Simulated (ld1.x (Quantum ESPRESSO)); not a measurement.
## thallium, TM: configuration errors across variants

thallium, norm-conserving Troullier–Martins (Kleinman–Bylander form), made with ld1.x (Quantum ESPRESSO) 7.5 (PBE, scalar-relativistic). Core [Xe] 4f14 5d10, reference 6s2 6p1. Waves: 6p (bound): rc 2.50 bohr; 6d channel at -0.05 Ry: rc 2.40 bohr; 6s (bound): rc 2.25 bohr. Local part: the s channel. Core correction: none.

All-electron excitation energies from the reference (eV): (1) 6s2 6p0 5.167; (2) 6s1 6p0 25.947; (3) 6s2 6p0.5 1.853; (4) 6s1 6p1 13.444; (5) 6s2 6p1.3 -0.494; (6) 6s1 6p2 7.403; (7) 6s0 6p3 15.210.

A true bound ghost makes a file unfit for plane-wave use even where its test errors are small: the radial tests pick states by their node count and pass the ghost by.

Errors AE − PS in meV (a dash: test not solved or not reliable):

| change | (1) | (2) | (3) | (4) | (5) | (6) | (7) | bound ghosts |
| --- | --- | --- | --- | --- | --- | --- | --- | --- |
| base | +48 | +106 | +8.8 | -8.5 | +2.1 | +34 | +186 | d |
| all radii scaled by about 0.81 (s 1.82, p 2.02, d 1.94 bohr) | +49 | +102 | +9.0 | -3.7 | +2.1 | +43 | +239 | none |
| all radii scaled by about 0.87 (s 1.96, p 2.18, d 2.08 bohr) | +47 | +104 | +8.7 | -6.3 | +2.1 | +37 | +200 | none |
| all radii scaled by about 1.21 (s 2.72, p 3.02, d 2.90 bohr) | +48 | +96 | +8.9 | -17 | +2.1 | +25 | +154 | d |
| all radii scaled by about 1.35 (s 3.04, p 3.38, d 3.24 bohr) | +48 | +80 | +8.9 | -26 | +2.2 | +13 | +109 | d |

Q: Give the same row for: all radii scaled by about 1.14 (s 2.56, p 2.86, d 2.74 bohr).

A: +48, +102, +8.8, -12, +2.1, +30, +171; bound ghosts: d.
